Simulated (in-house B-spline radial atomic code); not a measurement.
The outermost shell (largest non-relativistic mean radius) with and without relativity; Dirac values are averaged over j. Computed with an all-electron radial atomic-structure program (B-spline basis): non-relativistic Hartree-Fock and Dirac-Hartree-Fock, averages of the configuration (point nuclei without relativity, finite nuclei with it).

| ion | configuration | outermost shell | radius non-relativistic (bohr) | radius Dirac (bohr) | radius change (%) | level non-relativistic (eV) | level Dirac (eV) | spin-orbit splitting (eV) |
| --- | --- | --- | --- | --- | --- | --- | --- | --- |
| Li | [He] 2s1 | 2s | 3.8737 | 3.8733 | -0.0087405 | -5.342 | -5.3427 | - |
| Be | [He] 2s2 | 2s | 2.6494 | 2.6489 | -0.017797 | -8.416 | -8.4171 | - |
| B | [He] 2s2 2p1 | 2p | 2.2048 | 2.205 | 0.011121 | -8.432 | -8.4288 | 0.0025293 |
| C | [He] 2s2 2p2 | 2p | 1.7425 | 1.7427 | 0.0077517 | -11.072 | -11.068 | 0.0078551 |
| N | [He] 2s2 2p3 | 2p | 1.4466 | 1.4467 | 0.0037859 | -13.841 | -13.835 | 0.018983 |
| O | [He] 2s2 2p4 | 2p | 1.2391 | 1.2391 | -0.00099783 | -16.767 | -16.758 | 0.039202 |
| F | [He] 2s2 2p5 | 2p | 1.0848 | 1.0847 | -0.0066891 | -19.865 | -19.852 | 0.072615 |
| Ne | [He] 2s2 2p6 | 2p | 0.96527 | 0.96514 | -0.013322 | -23.141 | -23.124 | 0.12414 |
